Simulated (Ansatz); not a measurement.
Reaction (ligand exchange at the Si–Cl bond): `S[SiH](Cl)Cl` + NH₃ → `N[SiH](S)Cl` + HCl

Gas-phase electronic energies from Ansatz, PBE0-D4/def2-TZVP geometries. CCSD(T)/CBS is the MP2 limit (def2-TZVPP, def2-QZVPP) plus CCSD(T) − MP2 in def2-TZVPP, frozen cores. This one scheme is used for every species. Functionals use def2-TZVPP. B3LYP here is the variant with VWN-RPA as its local correlation; programs differ in this. HSE06 is defined as in plane-wave codes. One conformer a species, not always the lowest.

```tsv
level	ΔE (kJ/mol)	difference from CCSD(T)/CBS
B3LYP-D4	28.4	-1.1
r2SCAN0-D4	30.1	0.6
PBE	33.0	3.5
B3LYP	28.1	-1.4
HSE06	31.6	2.1
BHLYP	26.2	-3.3
RPA@PBE/def2-TZVPP	25.8	-3.7
MP2/def2-SVP	24.9	-4.6
SCS-MP2/def2-TZVPP	28.0	-1.5
SCS-MP2/def2-QZVPP	29.7	0.2
CCSD(T)/CBS	29.5	0
```

(1) What do rigid-rotor, harmonic-oscillator terms from PBE0-D4/def2-TZVP frequencies (298.15 K, 1 bar) make of the CCSD(T)/CBS value? (Estimate.)

Largest T1 diagnostic among the species: 0.010.

Answers

(1) Ansatz gave: ΔZPE = -7.5 kJ/mol, ΔH = +22.0 kJ/mol, ΔS = -7 J/(mol·K), ΔG = +24.0 kJ/mol.

Leaving LDA and LC-ωPBE aside and taking each functional with its dispersion term where it has one, the values, not all of them listed here, spread over 9.0 kJ/mol, from CAM-B3LYP-D4 to B97M-V. LDA lies −9.2 kJ/mol from PBE without D4. From BLYP to BHLYP (50 % exact exchange), in def2-TZVPP and without D4, ΔE moves by −3.5 kJ/mol.
